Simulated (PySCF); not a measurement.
## From computed data to an observable: oscillator strength and radiative lifetime

Se(OH)(OSiH3) (H₄O₂SeSi), SMILES [SiH3]O[Se]O.

Geometry: PBE-D3(BJ)/def2-SVP. The structure was generated by enumeration, and PubChem lists no compound with its InChIKey, so it may never have been made. Other conformers were not sampled.

TDA-PBE/def2-SVPD (PySCF) puts the first singlet state with f over 0.02 at 5.94 eV (vertical), with the transition dipole (-0.019, 0.229, -0.323) in atomic units.

Task: Find the oscillator strength, the wavelength and the radiative lifetime that this transition would have in vacuum if emission retraced absorption.

Result: 
|μ|² = 0.1571 au, so |μ| = 1.01 D. ΔE = 5.94/27.211 = 0.2183 hartree. f = (2/3) ΔE |μ|² = 0.023 (the program prints 0.023).
λ = 1239.84/5.94 = 209 nm; ν = 47909 cm⁻¹.
Einstein's coefficient A = 0.6670 ν² f s⁻¹ (ν in cm⁻¹) = 3.5e7 s⁻¹, so τ = 1/A = 29 ns. This state is S8; the lower singlets have f = 0.001, 0.002, 0.018, 0.004, 0.005, 0.003, 0.012. The figure is the radiative limit of this one transition; relaxation, internal conversion, crossing to triplets and a medium change what is measured.
